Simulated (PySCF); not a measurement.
GaH2Et, C2H7Ga.
Z-matrix (Å and degrees, PBE0-D3(BJ)/def2-SVP geometry), rows numbered from 1:
```
Ga
H   1  1.5780
H   1  1.5777  2  118.62
C   1  1.9800  2  120.43  3   177.29
C   4  1.5320  1  111.75  2   -84.80
H   4  1.1023  1  109.25  2   153.20
H   4  1.1027  1  108.94  2    36.76
H   5  1.1027  4  111.71  1   179.38
H   5  1.1025  4  112.10  1   -60.89
H   5  1.1025  4  112.08  1    59.62
```

Theory: PBE0-D3(BJ)/def2-SVP geometry optimisation, gas phase (PySCF).

Masses are those of the commonest isotopes; rigid-rotor values at the optimised geometry. The values belong to one conformer.

**Question.** Give the principal moments of inertia and the rotational constants in MHz.

**Answer.** Ia = 21.02, Ib = 140.75, Ic = 148.07 u·Å²; 505379 MHz·u·Å²/I gives A = 24038, B = 3591, C = 3413 MHz.

**Question.** What kind of rotor is it?

**Answer.** A near-prolate asymmetric top: κ = (2 × 3591 − 24038 − 3413)/(24038 − 3413) = -0.98.

**Question.** What does the inertial defect say?

**Answer.** Not planar: Δ = Ic − Ia − Ib = -13.71 u·Å². For a rigid frame Δ = −2 Σ m c², so Σ m c² = 6.85 u·Å² lies off the ab plane: 6.85 from hydrogen and 0.01 from heavier atoms. The atom farthest from that plane is 1.36 Å away.

**Question.** Where do the levels up to J = 5 lie, in MHz?

**Answer.** Above 0(0,0):
J = 1: 1(0,1) 7004, 1(1,1) 27452, 1(1,0) 27629
J = 2: 2(0,2) 21010, 2(1,2) 41282, 2(1,1) 41814, 2(2,1) 103157, 2(2,0) 103158
J = 3: 3(0,3) 42017, 3(1,3) 62026, 3(1,2) 63091, 3(2,2) 124169, 3(2,1) 124174, 3(3,1) 226852, 3(3,0) 226852
J = 4: 4(0,4) 70021, 4(1,4) 89684, 4(1,3) 91458, 4(2,3) 152183, 4(2,2) 152200, 4(3,2) 254869, 4(3,1) 254869, 4(4,1) 398622, 4(4,0) 398622
J = 5: 5(0,5) 105017, 5(1,5) 124255, 5(1,4) 126916, 5(2,4) 187199, 5(2,3) 187239, 5(3,3) 289892, 5(3,2) 289892, 5(4,2) 433644, 5(4,1) 433644, 5(5,1) 618470, 5(5,0) 618470
The levels of one J sum to (2J + 1)J(J + 1)(A + B + C)/3.

**Question.** Which lines would a microwave search look for?

**Answer.** The dipole components are |μa| = 0.77 D, |μb| = 0.36 D, |μc| = 0.01 D. Intensities carry the squares of the components, which stand as 1.00 : 0.22 : 0.00 (a : b : c). Some lines, for components of 0.1 D or more:

| type | branch | J(Ka,Kc) | MHz | lower level (cm⁻¹) |
| --- | --- | --- | --- | --- |
| a | Q | 2(1,1) ← 2(1,2) | 532 | 1.377 |
| b | R | 3(0,3) ← 2(1,2) | 735 | 1.377 |
| a | R | 1(0,1) ← 0(0,0) | 7004 | 0.000 |
| a | R | 2(1,2) ← 1(1,1) | 13830 | 0.916 |
| a | R | 2(0,2) ← 1(0,1) | 14006 | 0.234 |
| a | R | 2(1,1) ← 1(1,0) | 14185 | 0.922 |
| b | Q | 1(1,0) ← 1(0,1) | 20625 | 0.234 |
| b | Q | 2(1,1) ← 2(0,2) | 20804 | 0.701 |
| a | R | 3(2,2) ← 2(2,1) | 21011 | 3.441 |
| a | R | 3(2,1) ← 2(2,0) | 21016 | 3.441 |
| b | Q | 3(1,2) ← 3(0,3) | 21074 | 1.402 |
| b | R | 1(1,1) ← 0(0,0) | 27452 | 0.000 |
| b | R | 2(1,2) ← 1(0,1) | 34278 | 0.234 |
| b | Q | 3(2,1) ← 3(1,2) | 61084 | 2.104 |
| b | Q | 3(2,2) ← 3(1,3) | 62142 | 2.069 |
| b | R | 2(2,1) ← 1(1,0) | 75528 | 0.922 |
| b | R | 2(2,0) ← 1(1,1) | 75707 | 0.916 |
| b | R | 3(2,2) ← 2(1,1) | 82355 | 1.395 |
| b | R | 3(2,1) ← 2(1,2) | 82893 | 1.377 |
| b | Q | 3(3,0) ← 3(2,1) | 102677 | 4.142 |
| b | Q | 3(3,1) ← 3(2,2) | 102683 | 4.142 |
| b | R | 3(3,1) ← 2(2,0) | 123693 | 3.441 |
| b | R | 3(3,0) ← 2(2,1) | 123694 | 3.441 |

PBE0-D3(BJ)/def2-SVP frequencies: not computed here. Zero-point vibration and centrifugal distortion are left out. A rigid rotor knows nothing of internal rotation, which can split or shift real lines. Quadrupole hyperfine structure (69Ga) is left out.

Time: 11 s. Hardware: one thread, Arm Neoverse V2, shared host. These figures are those of the optimisation.
